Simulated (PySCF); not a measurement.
# Ionisation energy of Kr²⁺ by level of theory

Kr²⁺ [Ar] 3d10 4s2 4p4 (3P) → Kr³⁺ [Ar] 3d10 4s2 4p3 (4S), as a difference of total energies. Computed with PySCF 2.14 in aug-cc-pVTZ-PP with one added diffuse shell each of s, d, f type with ECP10MDF (7s5p5d3f, 68 functions), with a scalar-relativistic core potential. Correlated levels: valence: 3s2 3p6 3d10 frozen. The calculations carry no spin-orbit coupling.

| method | ionisation energy (eV) | difference from reference (eV) |
| --- | --- | --- |
| UHF | 34.336 | -1.502 |
| MP2 (valence) | 35.057 | -0.781 |
| SCS-MP2 (valence) | 35.132 | -0.706 |
| CCSD (valence) | 35.177 | -0.661 |
| CCSD(T) (valence) | 35.200 | -0.638 |

Reference: 35.838 ± 0.02 eV (measured; NIST Atomic Spectra Database, ionization energies).

The reference lies between the lowest fine-structure levels, while these numbers refer to the centres of the terms.

Errors of the correlated levels include the incompleteness of this basis and the frozen core.
